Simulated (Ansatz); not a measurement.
`c1c[se]c(-c2ccc(-c3ccc(-c4ccc(-c5ccc(-c6ccc[se]6)[se]5)[se]4)[se]3)[se]2)c1`. The state is a triplet with charge 0. Geometry r2SCAN-D4/def2-SVP, that of the neutral singlet; atoms count from 1.

Cartesian coordinates in Å:
```
C -10.888 -1.505 1.672
C -10.955 -0.327 2.377
Se -9.294 0.502 2.471
C -8.592 -0.931 1.468
C -7.203 -1.011 1.095
C -6.580 -2.012 0.360
C -5.198 -1.844 0.135
C -4.625 -0.698 0.673
C -3.265 -0.259 0.613
C -2.692 0.887 1.152
C -1.311 1.054 0.926
C -0.686 0.053 0.192
C 0.686 -0.054 -0.192
C 1.312 -1.056 -0.925
C 2.693 -0.888 -1.151
C 3.265 0.259 -0.614
C 4.624 0.699 -0.675
C 5.198 1.844 -0.135
C 6.580 2.012 -0.360
C 7.203 1.012 -1.096
C 8.591 0.932 -1.468
C 9.600 1.840 -1.177
C 10.888 1.506 -1.673
C 10.955 0.326 -2.374
Se 9.295 -0.504 -2.466
Se 5.945 -0.307 -1.579
Se 1.947 1.272 0.287
Se -1.948 -1.271 -0.291
Se -5.946 0.308 1.576
C -9.600 -1.838 1.175
H -11.766 -2.136 1.509
H -11.827 0.126 2.847
H -7.133 -2.875 -0.018
H -4.606 -2.570 -0.431
H -3.283 1.613 1.717
H -0.759 1.919 1.305
H 0.760 -1.922 -1.302
H 3.284 -1.615 -1.714
H 4.606 2.569 0.432
H 7.133 2.874 0.019
H 9.407 2.750 -0.604
H 11.765 2.139 -1.512
H 11.829 -0.127 -2.842
H -9.409 -2.746 0.599
```

Single mean-field runs in def2-SVP are fitted with def2-universal-jkfit. At PBE0-D4/def2-SVP a singlet of charge 0 lies 1.47 eV below the triplet at the same geometry.

(1) Estimate the Mulliken populations of the heavy atoms from the PBE0/def2-SVP orbitals of Ansatz.

(2) Where does the spin sit?

(3) And the Mayer bond orders between heavy atoms (over 0.3)?

Answers

(1) 
```
atom  charge (e)  spin (α − β)
  C1        0.00         -0.07
  C2       -0.16          0.13
 Se3        0.20          0.01
  C4       -0.14         -0.10
  C5       -0.11          0.25
  C6       -0.02         -0.12
  C7       -0.04          0.23
  C8       -0.11         -0.09
  C9       -0.10          0.30
 C10       -0.03         -0.04
 C11       -0.03          0.19
 C12       -0.11          0.13
 C13       -0.11          0.13
 C14       -0.03          0.19
 C15       -0.03         -0.04
 C16       -0.10          0.30
 C17       -0.11         -0.09
 C18       -0.04          0.23
 C19       -0.02         -0.12
 C20       -0.11          0.25
 C21       -0.14         -0.10
 C22       -0.03          0.15
 C23        0.00         -0.07
 C24       -0.16          0.13
Se25        0.20          0.01
Se26        0.21          0.02
Se27        0.19          0.03
Se28        0.19          0.03
Se29        0.21          0.02
 C30       -0.03          0.15
```
Mulliken values depend strongly on the basis.

(2) Summed by element: C 1.92, Se 0.14, H -0.05, of 2 unpaired in all. Largest on single atoms: C9 0.30, C16 0.30, C5 0.25.

(3) C1–C2 1.55 (1.37 Å); C1–C30 1.28 (1.42 Å); C2–Se3 1.16 (1.86 Å); Se3–C4 1.10 (1.89 Å); C4–C5 1.19 (1.44 Å); C4–C30 1.50 (1.39 Å); C5–C6 1.44 (1.39 Å); C5–Se29 1.08 (1.88 Å); C6–C7 1.36 (1.41 Å); C7–C8 1.36 (1.39 Å); C8–C9 1.33 (1.43 Å); C8–Se29 1.05 (1.89 Å); C9–C10 1.29 (1.39 Å); C9–Se28 1.04 (1.89 Å); C10–C11 1.48 (1.41 Å); C11–C12 1.25 (1.39 Å); C12–C13 1.42 (1.43 Å); C12–Se28 1.03 (1.89 Å); C13–C14 1.25 (1.39 Å); C13–Se27 1.03 (1.89 Å); C14–C15 1.48 (1.41 Å); C15–C16 1.29 (1.39 Å); C16–C17 1.33 (1.43 Å); C16–Se27 1.04 (1.89 Å); C17–C18 1.36 (1.39 Å); C17–Se26 1.05 (1.89 Å); C18–C19 1.36 (1.41 Å); C19–C20 1.44 (1.39 Å); C20–C21 1.19 (1.44 Å); C20–Se26 1.08 (1.88 Å); C21–C22 1.50 (1.39 Å); C21–Se25 1.10 (1.89 Å); C22–C23 1.28 (1.42 Å); C23–C24 1.55 (1.37 Å); C24–Se25 1.16 (1.86 Å).
